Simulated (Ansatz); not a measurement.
Relaxation of Cl3GaH3N (8 atoms, charge 0, multiplicity 1), to a largest force component of 0.03 eV/Å in at most 50 steps.

All numbers below come from Ansatz 0.2.0, RKS B3LYP/def2-SVP.

```xyz
8
Properties=species:S:1:pos:R:3:forces:R:3
Ga -0.669 -0.800 -0.376 0.53 0.48 0.82
Cl 1.149 2.025 -1.484 -0.05 -0.19 0.40
Cl 0.312 -2.315 -1.534 0.00 0.00 0.00
Cl -2.648 -0.143 -0.877 0.00 0.00 0.00
H 1.106 1.587 -0.244 -0.07 -0.02 -0.25
N 0.214 -0.051 1.124 -0.41 -0.27 -0.98
H 0.931 -0.639 1.547 0.00 0.00 0.00
H -0.395 0.334 1.844 0.00 0.00 0.00
```

**Question.** Where does it end, and by what steps?

**Answer.** It converged. After 14 steps the energy has fallen by 1.955 eV; H5 moved furthest, 1.37 Å. Parted: Cl2–H5 (1.32 → 3.06 Å). Joined: Ga1–Cl2 (3.54 → 2.18 Å), H5–N6 (2.31 → 1.02 Å).

```json
{"step": "0", "energy less start (eV)": "0.0000", "largest force component (eV/Å)": "0.977", "accepted": "yes"}
{"step": "1", "energy less start (eV)": "-0.0866", "largest force component (eV/Å)": "0.312", "accepted": "yes"}
{"step": "2", "energy less start (eV)": "-0.1172", "largest force component (eV/Å)": "0.762", "accepted": "yes"}
{"step": "3", "energy less start (eV)": "-0.1356", "largest force component (eV/Å)": "0.612", "accepted": "yes"}
{"step": "4", "energy less start (eV)": "-0.1701", "largest force component (eV/Å)": "0.350", "accepted": "yes"}
{"step": "5", "energy less start (eV)": "-0.2451", "largest force component (eV/Å)": "1.113", "accepted": "yes"}
{"step": "6", "energy less start (eV)": "-0.4232", "largest force component (eV/Å)": "1.537", "accepted": "yes"}
{"step": "7", "energy less start (eV)": "-0.8058", "largest force component (eV/Å)": "2.459", "accepted": "yes"}
{"step": "8", "energy less start (eV)": "-1.3106", "largest force component (eV/Å)": "2.175", "accepted": "yes"}
{"step": "9", "energy less start (eV)": "-1.6710", "largest force component (eV/Å)": "1.008", "accepted": "yes"}
{"step": "10", "energy less start (eV)": "-1.8576", "largest force component (eV/Å)": "0.520", "accepted": "yes"}
{"step": "11", "energy less start (eV)": "-1.9176", "largest force component (eV/Å)": "0.629", "accepted": "yes"}
{"step": "12", "energy less start (eV)": "-1.9376", "largest force component (eV/Å)": "0.218", "accepted": "yes"}
{"step": "13", "energy less start (eV)": "-1.8223", "largest force component (eV/Å)": "2.394", "accepted": "no"}
{"step": "14", "energy less start (eV)": "-1.9555", "largest force component (eV/Å)": "0.015", "accepted": "yes"}
```

```xyz
8
Properties=species:S:1:pos:R:3
Ga -0.343 -0.178 -0.957
Cl 0.622 1.463 -2.017
Cl 0.455 -2.176 -1.299
Cl -2.493 -0.017 -0.642
H 0.957 1.006 0.990
N 0.351 0.181 0.984
H 0.886 -0.624 1.324
H -0.436 0.345 1.618
```

Run time: 45 s on 2 threads of Intel(R) Xeon(R) Platinum 8488C (Sapphire Rapids) (shared host), peak memory 0.32 GiB.
